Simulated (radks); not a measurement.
The numbers below are computed, except where a source is named.
Question: The argon ion Ar3+, [Ne] 3s2 3p3. Level of theory: non-relativistic Kohn-Sham, r2SCAN, spin-polarised, spherical densities, point nucleus; meta-GGA in the generalised Kohn-Sham scheme (a radial shooting solver on a logarithmic mesh with Libxc functionals). Every spin shell is full or empty, so the densities are truly spherical. Functionals are evaluated on that one density, not self-consistently. Rank these orbital-free kinetic functionals by their error against the exact value of the orbitals, and give that value: Thomas-Fermi, von Weizsacker, TF + vW/5, LC94, revAPBEK, Perdew 92, Thakkar, Pearson, LKT, PG1.

Answer: Exact: 523.926 hartree. From best to worst, with 100 (|E| - |E exact|)/|E exact| (equal figures are ties): Thakkar -0.06, LC94 +0.19, Perdew 92 -0.50, revAPBEK +0.65, Pearson -1.44, TF + vW/5 +4.74, Thomas-Fermi -7.07, PG1 +23.95, LKT +29.62, von Weizsacker -40.93.
